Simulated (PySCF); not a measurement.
**RhC: one state, many levels of theory**

State: ²Σ⁺ (doublet), unpaired electrons σ ↑. Set-up: PySCF, scalar-relativistic core potentials, basis sets Rh def2-TZVPP with ECP28, C def2-TZVPP. De refers to Rh (4d8 5s1) + C in their high-spin ground configurations, without counterpoise correction. The functionals are run spin-unrestricted. A positive dipole means Rh(−)C(+). Levels whose curve was spin-contaminated or gave no clean fit are not listed.

| Level | Re (Å) | ωe (cm⁻¹) | De (eV) | μ (D) | CPU s a point (SCF and correlation, without the integrals) |
| --- | --- | --- | --- | --- | --- |
| UHF-CCSD(T) | 1.613 | 1090 | 5.93 | n/a | 60 |
| PBE | 1.614 | 1091 | 6.91 | -1.58 | 0.68 |
| BP86 | 1.616 | 1085 | 6.82 | -1.55 | 0.45 |
| r²SCAN | 1.599 | 1122 | 6.06 | -1.64 | 1.2 |
| r²SCANh | 1.590 | 1137 | 5.65 | -1.66 | 2.6 |
| PBE0 | 1.588 | 1138 | 5.67 | -1.66 | 1.8 |
| MN15 | 1.587 | 1152 | 6.45 | -1.51 | 1.4 |
| BHandHLYP | 1.573 | 1145 | 4.15 | -1.70 | 2.4 |
| ωB97X-V | 1.582 | 1151 | 5.55 | -1.85 | 9.6 |

Problem. Which functional lies closest to UHF-CCSD(T) in De, which farthest, and by how much do they differ from it?

Solution. Closest is r²SCAN (-1.4 pm in Re, +2.9 % in ωe, +0.13 eV in De against UHF-CCSD(T) in the same basis), farthest BHandHLYP (-4.0 pm in Re, +5.0 % in ωe, -1.78 eV in De). CCSD(T) converges more slowly with the basis than the functionals do and binds too weakly in this one, so the order can change at the basis-set limit.

Problem. What does a quarter of exact exchange do here, going from PBE to PBE0?

Solution. PBE0 less PBE: -2.6 pm in Re, +4.3 % in ωe, -1.24 eV in De. Exact exchange removes part of the self-interaction that spreads semilocal densities, and in most molecules shortens and stiffens the bond and lowers De; so it does here.

Correlated steps freeze 1 core orbital. The metal atom is held in its measured ground configuration; semilocal functionals can put another filling of s and d lower by some tenths of an eV, and De to that atom would be smaller. These are scalar-relativistic numbers at best; spin–orbit coupling would shift them, the dissociation energy most. The state is the lowest single determinant that the PBE0 search found; with open d or f shells the true ground state can be another one.

The whole job (state search and all levels along the bond) took about 14 min on 1 thread of Intel Xeon 6975P-C (shared host), peak memory 3.4 GiB.
